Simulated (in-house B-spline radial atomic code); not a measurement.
**As⁸⁺: [Ne] 3s2 3p5 3d7 6g1 (an excited or competing configuration)**

Method: Dirac-Hartree-Fock, average of configuration, Fermi nucleus of rms radius 4.0968 fm. Calculated with an all-electron radial atomic-structure program (B-spline basis).

Z_r = [3n² - l(l+1)]/(2<r>); Z_e = n√(-2ε); the last column is Slater's effective charge. Values are occupation-weighted means over j.

```json
{"shell": "1s", "electrons": "2", "ε (eV)": "-12167", "<r> (bohr)": "0.04547", "Z_r": "32.99", "Z_e": "29.90", "Slater": "32.70"}
{"shell": "2s", "electrons": "2", "ε (eV)": "-1785", "<r> (bohr)": "0.2015", "Z_r": "29.78", "Z_e": "22.91", "Slater": "28.85"}
{"shell": "2p", "electrons": "6", "ε (eV)": "-1586.8", "<r> (bohr)": "0.1769", "Z_r": "28.26", "Z_e": "21.60", "Slater": "28.85"}
{"shell": "3s", "electrons": "2", "ε (eV)": "-411.98", "<r> (bohr)": "0.572", "Z_r": "23.60", "Z_e": "16.51", "Slater": "22.10"}
{"shell": "3p", "electrons": "5", "ε (eV)": "-349.33", "<r> (bohr)": "0.5789", "Z_r": "21.59", "Z_e": "15.20", "Slater": "22.10"}
{"shell": "3d", "electrons": "7", "ε (eV)": "-247.12", "<r> (bohr)": "0.5718", "Z_r": "18.36", "Z_e": "12.79", "Slater": "13.90"}
{"shell": "6g", "electrons": "1", "ε (eV)": "-30.659", "<r> (bohr)": "4.874", "Z_r": "9.03", "Z_e": "9.01", "Slater": "-"}
```

The least bound orbital is 6g9/2 at -30.66 eV, and it is also the most diffuse (<r> = 4.875 bohr).

Spin-orbit splittings of the orbital energies (j = l + 1/2 above j = l - 1/2 when positive): 2p 37.01 eV, 3p 5.893 eV, 3d 0.9415 eV, 6g 0.0008849 eV.

For the 1s electron the small component carries 1.43 % of the norm, the zero-frequency Breit interaction raises the level by 17.84 eV, self-energy by 9.312 eV, and vacuum polarisation lowers it by 0.9155 eV.
